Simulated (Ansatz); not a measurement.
Molecule: sum formula SiHBr, net charge 0, singlet state. 
Coordinates optimised at B3LYP-D3(BJ)/def2-TZVP (Ansatz, a quantum-chemistry and plane-wave program):
SMILES: [SiH]Br
```xyz
3

Si    -0.8792    -0.7820     1.0617
H     -1.8991    -1.2190     0.0169
Br     0.4059     0.3476    -0.4252
```

Total electronic energies in hartree. Cores are frozen in the correlated levels unless marked. Spin-orbit coupling is left out. The frozen core is the preceding noble-gas configuration, with the filled d and f shells of earlier blocks. Non-relativistic. CBS(X,Y): correlation extrapolated as X^-3; Hartree-Fock from the larger set.

The Hartree-Fock reference is unstable (checked in the largest basis), which strains HF and MP2. 

| level | program | energy (Eh) |
|---|---|---|
| HF/def2-QZVPP | Ansatz | -2861.99004 |
| BHLYP-D3(BJ)/def2-TZVPD | Ansatz + dftd3 | -2864.24038 |
| r2SCAN0/def2-TZVPD | Ansatz | -2864.19137 |
| B2GP-PLYP-D3(BJ)/def2-TZVPD | Ansatz + dftd3 | -2863.51818 |
| B2PLYP-D3(BJ)/def2-TZVPD | Ansatz + dftd3 | -2863.70689 |
| RI-MP2/def2-QZVPP | Ansatz | -2862.27654 |
| CCSD/6-31G* | Ansatz | -2861.80596 |
| CCSD(T)/def2-QZVPPD | Ansatz | -2862.32117 |
| CCSD(T)/CBS(def2-TZVPPD,def2-QZVPPD) | Ansatz | -2862.3388 |

Totals of different functionals don't rank their quality; only differences between species are comparable.
